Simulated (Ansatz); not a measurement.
Reaction (formal exchange of groups at a B–N bond): `NB(O)Cl` + `[GaH3]` → `O[B](Cl)[GaH2]` + NH₃

Gas-phase electronic energies from Ansatz, PBE0-D4/def2-TZVP geometries. CCSD(T)/CBS adds triple-zeta CCSD(T) − MP2 to the extrapolated MP2 energy (def2 sets, frozen cores). This one scheme is used for every species. DFT in def2-TZVPP. For Ga outer-core shells are correlated without core-valence functions, which leaves a few kJ/mol of doubt a bond. Scalar relativity is left out up to krypton. One conformer a species, not always the lowest.

```csv
level,ΔE (kcal/mol),difference from CCSD(T)/CBS
PBE-D4,25.7,-1.1
BLYP-D4,26.7,-0.1
r2SCAN-D4,28.8,2.0
B97M-V,30.7,3.9
PBE0-D4,27.8,1.0
r2SCANh-D4,29.3,2.5
ωB97X-V,29.0,2.2
revPBE,25.0,-1.8
PBE0,28.0,1.2
BHLYP,31.3,4.5
LC-ωPBE,29.6,2.8
HF/def2-SVP,36.6,9.8
SCS-MP2/def2-TZVPP,28.9,2.1
MP2/def2-QZVPP,28.1,1.3
HF/CBS(def2),33.6,6.8
MP2/CBS(def2),27.7,0.9
CCSD(T)/CBS,26.8,0
```

Largest T1 diagnostic among the species: 0.014.

At CCSD(T), def2-SVP lies +5.3 kcal/mol from the extrapolated value and def2-TZVPP +0.9 kcal/mol. From r2SCAN to r2SCAN0 (25 % exact exchange), in def2-TZVPP and without D4, ΔE moves by +1.1 kcal/mol.
